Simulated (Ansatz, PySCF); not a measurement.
C4H5FSi, SMILES C#C/C=C\[SiH2]F. Atoms are numbered in the order given.

```xyz
11

C     -0.9929     2.6888    -0.0041
C      0.0335     2.0454    -0.0041
C      1.2180     1.2265    -0.0040
C      1.1461    -0.1163     0.0003
Si    -0.4949    -1.0123     0.0064
F     -0.1663    -2.6115     0.0106
H     -1.9000     3.2682    -0.0040
H      2.1809     1.7517    -0.0075
H      2.0826    -0.6872     0.0002
H     -1.2771    -0.7042     1.2316
H     -1.2822    -0.7116    -1.2173
```
Charge 0, spin multiplicity 1.

Coordinates come from a ωB97X-D3(BJ)/def2-SVP optimisation. The structure was generated by enumeration; whether it is a known compound was not checked. The values are those of a single conformer.

Two levels are set side by side: PBE-D3(BJ)/def2-SVP (Ansatz, a program for electronic structure) and ωB97X-D3(BJ)/def2-SVP (PySCF). Each level has its own optimised geometry; the coordinates shown are those of the second. Frequencies come from the Hessian of PySCF at each geometry. Differences are taken from unrounded values.

```json
[
 {"quantity": "mean bond length (Å)", "ωB97X-D3(BJ)": "1.374"},
 {"quantity": "bond C1–C2 (Å)", "ωB97X-D3(BJ)": "1.211"},
 {"quantity": "bond C2–C3 (Å)", "ωB97X-D3(BJ)": "1.440"},
 {"quantity": "bond C3–C4 (Å)", "ωB97X-D3(BJ)": "1.345"},
 {"quantity": "bond C4–Si5 (Å)", "ωB97X-D3(BJ)": "1.870"},
 {"quantity": "bond Si5–F6 (Å)", "ωB97X-D3(BJ)": "1.633"},
 {"quantity": "bond C1–H7 (Å)", "ωB97X-D3(BJ)": "1.076"},
 {"quantity": "bond C3–H8 (Å)", "ωB97X-D3(BJ)": "1.097"},
 {"quantity": "bond C4–H9 (Å)", "ωB97X-D3(BJ)": "1.097"},
 {"quantity": "bond Si5–H10 (Å)", "ωB97X-D3(BJ)": "1.486"},
 {"quantity": "bond Si5–H11 (Å)", "ωB97X-D3(BJ)": "1.486"},
 {"quantity": "highest harmonic wavenumber (cm⁻¹)", "ωB97X-D3(BJ)": "3482"},
 {"quantity": "mean harmonic wavenumber (cm⁻¹)", "ωB97X-D3(BJ)": "1187"},
 {"quantity": "zero-point energy (kcal/mol)", "ωB97X-D3(BJ)": "45.84"}
]
```

Question: What does PBE-D3(BJ) give, and how far is it from ωB97X-D3(BJ)? (Estimate from the structure and the level; the computed values follow.)

Answer: 
```json
[
 {"quantity": "mean bond length (Å)", "PBE-D3(BJ)": "1.382", "PBE-D3(BJ) minus ωB97X-D3(BJ)": "0.008"},
 {"quantity": "bond C1–C2 (Å)", "PBE-D3(BJ)": "1.227", "PBE-D3(BJ) minus ωB97X-D3(BJ)": "0.016"},
 {"quantity": "bond C2–C3 (Å)", "PBE-D3(BJ)": "1.424", "PBE-D3(BJ) minus ωB97X-D3(BJ)": "-0.016"},
 {"quantity": "bond C3–C4 (Å)", "PBE-D3(BJ)": "1.361", "PBE-D3(BJ) minus ωB97X-D3(BJ)": "0.017"},
 {"quantity": "bond C4–Si5 (Å)", "PBE-D3(BJ)": "1.874", "PBE-D3(BJ) minus ωB97X-D3(BJ)": "0.004"},
 {"quantity": "bond Si5–F6 (Å)", "PBE-D3(BJ)": "1.644", "PBE-D3(BJ) minus ωB97X-D3(BJ)": "0.011"},
 {"quantity": "bond C1–H7 (Å)", "PBE-D3(BJ)": "1.081", "PBE-D3(BJ) minus ωB97X-D3(BJ)": "0.005"},
 {"quantity": "bond C3–H8 (Å)", "PBE-D3(BJ)": "1.106", "PBE-D3(BJ) minus ωB97X-D3(BJ)": "0.009"},
 {"quantity": "bond C4–H9 (Å)", "PBE-D3(BJ)": "1.104", "PBE-D3(BJ) minus ωB97X-D3(BJ)": "0.008"},
 {"quantity": "bond Si5–H10 (Å)", "PBE-D3(BJ)": "1.501", "PBE-D3(BJ) minus ωB97X-D3(BJ)": "0.015"},
 {"quantity": "bond Si5–H11 (Å)", "PBE-D3(BJ)": "1.501", "PBE-D3(BJ) minus ωB97X-D3(BJ)": "0.015"},
 {"quantity": "highest harmonic wavenumber (cm⁻¹)", "PBE-D3(BJ)": "3405", "PBE-D3(BJ) minus ωB97X-D3(BJ)": "-77"},
 {"quantity": "mean harmonic wavenumber (cm⁻¹)", "PBE-D3(BJ)": "1130", "PBE-D3(BJ) minus ωB97X-D3(BJ)": "-57"},
 {"quantity": "zero-point energy (kcal/mol)", "PBE-D3(BJ)": "43.63", "PBE-D3(BJ) minus ωB97X-D3(BJ)": "-2.21"}
]
```

Exact exchange shortens and stiffens bonds; PBE has none. Differences between two approximate levels are no errors against the true value.
